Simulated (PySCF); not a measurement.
A species of formula C4H3F3 has this rotational fingerprint, computed with PBE0-D3(BJ)/def2-SVP geometry optimisation, gas phase (PySCF):

```
Rotational constants : A = 4044, B = 2121, C = 1453 MHz
Dipole components    : |μa| = 1.52 D, |μb| = 0.82 D, |μc| = 0.27 D
Inertial defect      : -15.45 u·Å²
κ                    : -0.48
```

Question: Which structure is it? (One computed conformer of each.)
A. `FC(CC#C)(F)F`
B. `[CH:1]#[C:2][C@H:3]([F:4])[CH:5]([F:6])[F:7]` with C2–C3–C5–F6 -176°
C. `[CH2:1]=[CH:2][C:3]([F:4])=[C:5]([F:6])[F:7]` with C1–C2–C3–F4 0°
D. `C=C=CC(F)(F)F`

Answer: B. It is C#C[C@H](F)C(F)F, an asymmetric top, point group C1. The candidates at the same level (rigid rotor, commonest isotopes):

```json
{"SMILES": "C#CCC(F)(F)F", "A (MHz)": "5234", "B (MHz)": "1763", "C (MHz)": "1732", "μa (D)": "1.28", "μb (D)": "1.33", "μc (D)": "0.00", "Δ (u·Å²)": "-91.33", "point group": "Cs", "rotor": "near-prolate asymmetric top"}
{"SMILES": "C=C=CC(F)(F)F", "A (MHz)": "5341", "B (MHz)": "1662", "C (MHz)": "1644", "μa (D)": "2.38", "μb (D)": "0.73", "μc (D)": "0.00", "Δ (u·Å²)": "-91.23", "point group": "Cs", "rotor": "near-prolate asymmetric top"}
{"SMILES": "C=CC(F)=C(F)F", "A (MHz)": "4921", "B (MHz)": "1910", "C (MHz)": "1376", "μa (D)": "0.75", "μb (D)": "1.02", "μc (D)": "0.00", "Δ (u·Å²)": "0.00", "point group": "Cs", "rotor": "asymmetric top"}
{"SMILES": "C#C[C@H](F)C(F)F", "A (MHz)": "4044", "B (MHz)": "2121", "C (MHz)": "1453", "μa (D)": "1.52", "μb (D)": "0.82", "μc (D)": "0.27", "Δ (u·Å²)": "-15.45", "point group": "C1", "rotor": "asymmetric top"}
```

`C=C=CC(F)(F)F` has A 32 % too high; `C#CCC(F)(F)F` has A 29 % too high; `C=CC(F)=C(F)F` has A 22 % too high. No structure here is proved a minimum.
